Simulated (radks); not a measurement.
Values are calculated unless marked as measured or tabulated.
How relativity changes the ionisation of neutral magnesium ([Ne] 3s2) to Mg+ ([Ne] 3s1). Spin-unpolarised spherical Kohn-Sham, PBE, point nucleus unless stated (finite: rms radius 3.057 fm), a radial shooting solver on a logarithmic mesh with Libxc functionals. A level marked "c x" has the speed of light scaled by that factor.

non-rel.: E(Mg) (hartree) -199.95512; E(Mg+) (hartree) -199.66301; IE (eV) 7.949; HOMO 3s; <r> HOMO (bohr) 3.155
scalar-rel.: E(Mg) (hartree) -200.27984; E(Mg+) (hartree) -199.98731; IE (eV) 7.960; HOMO 3s; <r> HOMO (bohr) 3.150
scalar-rel., finite nucleus: E(Mg) (hartree) -200.27974; E(Mg+) (hartree) -199.98721; IE (eV) 7.960; HOMO 3s; <r> HOMO (bohr) 3.150
Dirac: E(Mg) (hartree) -200.27996; E(Mg+) (hartree) -199.98743; IE (eV) 7.960; HOMO 3s1/2; <r> HOMO (bohr) 3.150
Dirac, finite nucleus: E(Mg) (hartree) -200.27986; E(Mg+) (hartree) -199.98734; IE (eV) 7.960; HOMO 3s1/2; <r> HOMO (bohr) 3.150
Dirac, c x 0.75: E(Mg) (hartree) -200.53435; E(Mg+) (hartree) -200.24149; IE (eV) 7.969; HOMO 3s1/2; <r> HOMO (bohr) 3.147
Dirac, c x 2: E(Mg) (hartree) -200.03609; E(Mg+) (hartree) -199.74388; IE (eV) 7.952; HOMO 3s1/2; <r> HOMO (bohr) 3.154
Dirac, c x 5: E(Mg) (hartree) -199.96806; E(Mg+) (hartree) -199.67594; IE (eV) 7.949; HOMO 3s1/2; <r> HOMO (bohr) 3.155

NIST Atomic Spectra Database: 7.646 eV (measured). The relativistic part of the total energy of Mg is -0.3247 hartree (Dirac, finite nucleus), 0.16 % of the non-relativistic value. Spin polarisation and multiplet splitting of open shells are left out at every level.

Beside tabulated values, note that spin-unpolarised runs miss the spin-polarisation part of the exchange energy of open shells.
